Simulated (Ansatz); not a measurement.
`[F][GeH2][O][GeH3]` + H₂S → `[F][GeH2][SH]` + `[OH][GeH3]`  (ligand exchange at a Ge–O bond)

Computed with Ansatz on PBE0-D4/def2-TZVP structures; ΔE is electronic, products minus reactants. CBS: MP2 limit from def2 TZ/QZ plus the TZ coupled-cluster correction, frozen cores. This one scheme is used for every species. For Ge outer-core shells are correlated without core-valence functions, which leaves a few kJ/mol of doubt a bond. Scalar relativity is left out up to krypton. One conformer a species, not always the lowest.

| species | CCSD(T)/CBS(def2) energy (Eh) |
| --- | --- |
| `[F][GeH2][O][GeH3]` | -4330.26281 |
| H₂S | -398.97279 |
| `[F][GeH2][SH]` | -2575.53651 |
| `[OH][GeH3]` | -2153.69723 |

Task: Work out ΔE.

Result: ΔE = (-2575.53651) + (-2153.69723) − (-4330.26281) − (-398.97279) = 0.00186 Eh = +1.2 kcal/mol.

Largest T1 diagnostic among the species: 0.012.

In def2-TZVPP, CCSD(T) changes the Hartree–Fock value by −1.3 kcal/mol (the triples alone add −0.3 kcal/mol) and MP2 by −1.7 kcal/mol.
